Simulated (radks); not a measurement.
Isoelectronic series with 12 electrons, each ion in its NIST ground configuration. All-electron calculation, Dirac Kohn-Sham, PBE, spin-unpolarised, spherical densities, finite nucleus; Fermi nuclear charge, rms radius of each element as measured or else 0.836 A^(1/3) + 0.57 fm. Program: a radial shooting solver on a logarithmic mesh with Libxc functionals. Total energies (hartree) and orbital eigenvalues (hartree):

ion    configuration  E (hartree)      3s1/2      2p3/2
Mg          [Ne] 3s2   -200.27986   -0.17292   -1.70930
P3+         [Ne] 3s2   -339.74840   -1.67618   -5.97892
Ar6+        [Ne] 3s2   -517.87196   -4.26481  -12.59143
Sc9+        [Ne] 3s2   -734.79977   -7.89034  -21.48254
Cr12+       [Ne] 3s2   -990.80189  -12.54684  -32.63890
Co15+       [Ne] 3s2  -1286.22128  -18.23795  -46.05737
Zn18+       [Ne] 3s2  -1621.46611  -24.97162  -61.73870
As21+       [Ne] 3s2  -1997.00921  -32.75860  -79.68574
Kr24+       [Ne] 3s2  -2413.39167  -41.61210  -99.90281
Mo30+       [Ne] 3s2  -3371.19489  -62.58262  -147.1698
Rh33+       [Ne] 3s2  -3914.07331  -74.73746  -174.2336
Cd36+       [Ne] 3s2  -4500.71596  -88.03462  -203.5949
Sb39+       [Ne] 3s2  -5132.08131  -102.4995  -235.2629
Xe42+       [Ne] 3s2  -5809.22602  -118.1602  -269.2476
